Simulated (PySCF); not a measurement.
## An isoelectronic set: 29 electrons

PBE0 in PySCF with def2-TZVP on every atom, for the lowest determinant that a PBE0 search found; no spin–orbit coupling. All have 29 electrons, 9 of them in the valence shells, and the same state, a doublet (σ ↑). For ions De leads to the atom and ion picked by measured ionisation energies and electron affinities.

| species | difference of nuclear charges | Re (Å) | ωe (cm⁻¹) | k (mdyn/Å) | De (eV) | dissociates to | Mayer bond order |
| --- | --- | --- | --- | --- | --- | --- | --- |
| AlS | 3 | 2.032 | 620 | 3.32 | 4.23 | Al + S | 2.22 |
| MgCl | 5 | 2.211 | 457 | 1.75 | 3.35 | Mg + Cl | 0.91 |
| CaF | 11 | 1.950 | 594 | 2.67 | 5.54 | Ca + F | 0.66 |
| AlCl⁺ | 4 | 2.024 | 599 | 3.22 | 2.14 | Al⁺ + Cl | 1.60 |

For an ion De counts to the pair picked by the measured ionisation energies or electron affinities, which need not be the lowest pair at this level. States were picked by a PBE0 search and need not be the measured ground states.
